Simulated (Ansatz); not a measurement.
F5Mo, doublet, geometry from GFN2-xTB (such geometries of metal compounds can be far from the true shape) (the multiplicity is a formal guess) (core potentials on Mo); HF/def2-SVP run with Ansatz (a program for electronic structure).

Here is a job for Ansatz.
Ansatz 0.2 input:
```yaml
crystal:
  periodic: [false, false, false]
  atoms:
    - {symbol: Mo, position_ang: [0.02633584, -0.02156110, 0.09042112]}
    - {symbol: F, position_ang: [0.49885408, -0.40841101, 1.71275931]}
    - {symbol: F, position_ang: [-1.40984929, 0.59651184, -0.90024484]}
    - {symbol: F, position_ang: [0.97478526, 1.40967311, 0.28674227]}
    - {symbol: F, position_ang: [0.66843933, 0.01047927, -1.64530278]}
    - {symbol: F, position_ang: [-0.85512995, -1.50763472, 0.12408079]}
basis:
  gaussian:
    orbitals: def2-SVP
hamiltonian:
  xc: hf
magnetization: {spin_polarized: true, initial_magnetization: 1}
accuracy: high
```

It wrote (shortened):

```
Functional definition: HF
2196 factors; integrals over basis functions are off by at most 3.3e-9 eV
mean field evaluation 1: about -15346.1377 eV, gradient 5.1e1 eV
mean field evaluation 2: about -15346.3766 eV, gradient 5.1e1 eV
mean field evaluation 4: about -15356.8658 eV, gradient 3.5e0 eV
mean field evaluation 8: about -15357.0777 eV, gradient 8.5e-1 eV
mean field evaluation 16: about -15357.1206 eV, gradient 9.4e-5 eV
mean field evaluation 32: about -15348.3857 eV, gradient 2.1e1 eV
mean field evaluation 64: about -15356.6416 eV, gradient 3.8e-1 eV
mean field evaluation 96: about -15357.1026 eV, gradient 3.3e-1 eV
mean field evaluation 128: about -15350.0978 eV, gradient 2.2e1 eV
mean field evaluation 160: about -15357.0196 eV, gradient 3.4e0 eV
mean field evaluation 192: about -15356.0787 eV, gradient 5.7e-1 eV
mean field evaluation 224: about -15348.5909 eV, gradient 3.1e1 eV
mean field evaluation 256: about -15350.7287 eV, gradient 6.7e0 eV
mean field evaluation 288: about -15357.1206 eV, gradient 2.2e-4 eV
mean field -15357.12058522 eV, -564.3637720767 hartree, gradient 3.0e-8 eV, S^2 0.754337; 3 other end points of the search recorded, 0 dependent functions left out
reference -15357.12058522 eV, -564.3637720767 hartree; 30, 29 occupied and 71, 72 virtual orbitals, 2196 factors
Total energy: -15357.12058522 eV, -564.3637720767 hartree
```
